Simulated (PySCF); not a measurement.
Species: C₈H₁₀NP.
SMILES: `C([C@H]1P(n2cccc2)C1)=C`

A linear-response calculation (PySCF, def2-SVPD basis, gas phase, vertical, core orbitals frozen in the response) gave these numbers; the functional is withheld.

Orbital energies (eV): HOMO-3 -8.05, HOMO-2 -7.11, HOMO-1 -6.39, HOMO -6.04, LUMO -0.72, LUMO+1 -0.06, LUMO+2 0.15.

| state | E (eV) | f | main configurations (H = HOMO, L = LUMO) |
| --- | --- | --- | --- |
| S1 | 4.62 | 0.0069 | H→L (98%) |
| S2 | 5.05 | 0.117 | H-1→L (91%) |
| S3 | 5.15 | 0.0014 | H→L+1 (94%) |
| S4 | 5.47 | 0.069 | H-1→L+1 (87%) |
| S5 | 5.57 | 0.0055 | H→L+2 (79%), H→L+3 (14%) |
| S6 | 5.77 | 0.011 | H-1→L+2 (55%), H-2→L (30%) |

Triplets (Tamm–Dancoff): T1 3.90 eV, H-1→L (58%), H-2→L (28%); T2 4.13 eV, H→L+3 (38%), H→L+2 (21%), H→L+1 (17%); T3 4.60 eV, H→L (84%), H→L+2 (9%); T4 4.76 eV, H-1→L+1 (39%), H-1→L (18%), H-2→L (14%).

Vertical ionisation energy by ΔSCF with the same functional: 7.95 eV. Mean static polarisability: 129.6 au.

Question: Which of these was used?
A. HF
B. wB97X-D
C. B3LYP
D. PBE

Answer: C. B3LYP is a global hybrid with 20% exact exchange. In this run −ε(HOMO) = 6.04 eV differs from the ΔSCF value by -1.91 eV, and S1 differs from the orbital gap of 5.32 eV by -0.70 eV. The ratio −ε(HOMO)/IP is 0.76. Small neutral molecules mostly give 0.67 to 0.83 with B3LYP, 0.5 to 0.7 with PBE, 0.89 to 0.99 with wB97X-D; with Hartree–Fock the ratio is 1 or more (Koopmans' value less the relaxation energy is the ΔSCF value).

Method used: TDDFT B3LYP/def2-SVPD, vertical, gas phase, core orbitals frozen in the response (PySCF). One conformer (not necessarily the lowest) at the PBE0-D3(BJ)/def2-SVP geometry, without solvent, vibrations or thermal averaging.

The run took 4.6 min (with the writing of density and orbital grids) on one thread of an AMD EPYC 7R13, no GPU, shared host with 128 logical CPUs at a one-minute load of 80, and the process peaked at 1.2 GiB of memory.
